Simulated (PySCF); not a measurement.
# What a mistake does to a calculation on Al2BH4O

These are calculations, not measurements. They come from PySCF 2.14.0, an open-source quantum chemistry program, on an isolated molecule that a program drew, which may never have been made. The molecule is Al2BH4O (charge 0, doublet), drawn as the SMILES string `[AlH][O][BH][AlH2]`.

Each row is a Hartree-Fock (HF) and frozen-core CCSD(T) single point in the cc-pV(D+d)Z basis, meant for a local HF minimum. Run 1 is clean. Each other run has one planted mistake out of seven kinds, and not every kind appears here: one electron removed, one electron added, multiplicity raised by two, geometry at a saddle point, minimal basis STO-3G, one bond length entered in bohr, all coordinates scaled. The reference is restricted for singlets and unrestricted otherwise, and also for a bond in bohr. Adding or removing an electron swaps singlet and doublet. Electrons count all cores. HOMO and LUMO are orbital energies over both spins, the gradient is its largest component, and the lowest frequency (negative if imaginary) is given only where the gradient is small. Bond lengths are over the 7 bonds as drawn. T1 is the CCSD diagnostic: over 0.02 (restricted) or 0.045 (unrestricted) a single reference is doubtful.

Geometry of the clean run:
```xyz
8
Al2BH4O, angstrom
Al    0.5433    1.4789    1.8637
O     0.1866    0.7567    0.3705
B    -0.3761    0.3240   -0.7785
Al    0.4626   -1.3681   -1.8634
H     1.7453    2.5216    1.8663
H    -1.3594    0.9264   -1.1695
H     1.3491   -1.1794   -3.1720
H     0.2314   -2.8698   -1.3862
```

| run | electrons | basis functions | <S^2> | HOMO (eV) | LUMO (eV) | gradient (hartree/bohr) | lowest frequency (cm^-1) | mean bond (Å) | longest bond (Å) | T1 | HF (hartree) | CCSD(T) (hartree) | mistake |
|---|---|---|---|---|---|---|---|---|---|---|---|---|---|
| 1 | 43 | 94 | 0.756 | -8.55 | 0.87 | 4.5e-06 | 42 | 1.6026 | 2.178 | 0.0190 | -585.74225 | -586.16954 | no fault |
| 2 | 42 | 94 | 0.000 | -13.08 | -7.24 | 8.0e-02 | - | 1.6026 | 2.178 | 0.0369 | -585.45066 | -585.87991 | one electron removed |
| 3 | 44 | 94 | 0.000 | -0.55 | 4.16 | 6.9e-02 | - | 1.6026 | 2.178 | 0.0276 | -585.73264 | -586.19870 | one electron added |
| 4 | 43 | 32 | 0.759 | -4.94 | 6.88 | 4.2e-02 | - | 1.6026 | 2.178 | 0.0242 | -578.55736 | -578.73955 | ? |
| 5 | 43 | 94 | 0.764 | -8.80 | 0.53 | 5.0e-02 | - | 1.7469 | 2.374 | 0.0227 | -585.69731 | -586.13518 | ? |

**Which mistake was planted in run 4, and what did it cost?**

It has 32 basis functions where the clean run has 94, with the same electrons and geometry. So the mistake is: minimal basis STO-3G. Subtracting run 1 and multiplying by 627.51 kcal/mol a hartree, the energy moved by 4508.6 kcal/mol in HF and 4662.4 kcal/mol in CCSD(T).

**Which mistake was planted in run 5, and what did it cost?**

The mean and the longest bond both change by the same factor, 1.090, and the gradient is no longer small. So the mistake is: all coordinates scaled. Subtracting run 1 and multiplying by 627.51 kcal/mol a hartree, the energy moved by 28.2 kcal/mol in HF and 21.6 kcal/mol in CCSD(T).

Cautions from the logs. Run 2: T1 is over the limit, so its CCSD(T) energy is less reliable; run 3: T1 is over the limit, so its CCSD(T) energy is less reliable.
